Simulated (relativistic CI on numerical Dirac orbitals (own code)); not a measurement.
**Mn⁺ in a cubic cluster: 2p photoemission with charge transfer**

Computed with a charge-transfer multiplet model of a cubic metal-ligand cluster with up to 3 ligand holes, Slater and spin-orbit integrals from Dirac-Coulomb-Breit ions, Slater integrals scaled by 0.9. The parameters are those of a tetrahedral site (10Dq negative, t2 hopping the larger). The ground state mixes d6 with configurations of k ligand holes L, whose averages lie at kΔ + k(k − 1)U_dd/2; a core hole lowers each added d electron by U_cd. 300 K, Lorentzian 0.6 eV and Gaussian 0.8 eV FWHM.

Atomic integrals in eV (Slater integrals scaled, ζ unscaled), ground: F2dd 8.104, F4dd 4.987, zeta_d 0.031; with the core hole: F2dd 9.982, F4dd 6.207, zeta_d 0.052, zeta_core 6.792, F2cd 5.719, G1cd 4.215, G3cd 2.393.

Cluster parameters (eV): Δ = 8.7, U_cd = 7.4, 10Dq = -0.25, 10Dq(ligand) = 0, V(eg) = 1.15, V(t2g) = -1.95, final-state hopping factor = 1.

| Case | n_d | d6 | d7L | d8L2 | d9L3 | S |
| --- | --- | --- | --- | --- | --- | --- |
| U_dd = 5.4 eV | 6.10 | 0.90 | 0.10 | 0.00 | 0.00 | 2.00 |
| U_dd = 6.1 eV | 6.10 | 0.90 | 0.10 | 0.00 | 0.00 | 2.00 |
| U_dd = 6.8 eV | 6.10 | 0.90 | 0.10 | 0.00 | 0.00 | 2.00 |

Weights, n_d and S are thermal averages at 300 K. Binding energies count from the first peak over 30 % of the highest in each spectrum, which can be another peak from case to case. The parameters are a model scan and need not match a compound or its usual spin state. Peaks in eV (height, largest 100):
- U_dd = 5.4 eV: 0.0 (100), 7.1 (19), 11.5 (52), 11.9 (52), 18.1 (9)
- U_dd = 6.1 eV: 0.0 (100), 0.5 (98), 7.2 (18), 11.5 (52), 12.0 (52), 18.2 (8)
- U_dd = 6.8 eV: 0.0 (100), 0.6 (99), 7.3 (18), 11.5 (52), 12.0 (52), 18.4 (8)

Curve for U_dd = 5.4 eV (points under 2 left out, the grid thinned):

```csv
E (eV),Intensity
-3.4,2.4
-2.8,3.4
-2.3,5.0
-1.7,9.7
-1.1,28.5
-0.6,72.0
0.0,100.0
0.5,98.2
1.1,86.9
1.7,58.9
2.2,44.8
2.8,31.0
3.4,23.5
3.9,22.7
4.5,20.4
5.1,18.3
5.6,17.6
6.2,17.2
6.7,18.2
7.3,19.0
7.9,15.1
8.4,11.4
9.0,11.1
9.6,13.3
10.1,17.3
10.7,33.4
11.3,50.8
11.8,51.6
12.4,48.2
12.9,37.7
13.5,25.5
14.1,15.8
14.6,11.2
15.2,7.4
15.8,6.1
16.3,6.3
16.9,7.3
17.5,8.1
18.0,8.6
18.6,7.9
19.1,5.9
19.7,4.5
20.3,4.3
20.8,3.6
21.4,2.1
```

For the case U_dd = 6.1 eV, Δ = 8.7 eV is larger than U_dd = 6.1 eV, the Mott-Hubbard side of the Zaanen-Sawatzky-Allen scheme. With the core hole the average of the configuration with one ligand hole lies at Δ − U_cd = 1.3 eV before mixing: the effective hopping of about 3.5 eV (from the holes of the mixed ground state) is comparable with this gap or larger, so the configurations mix strongly.
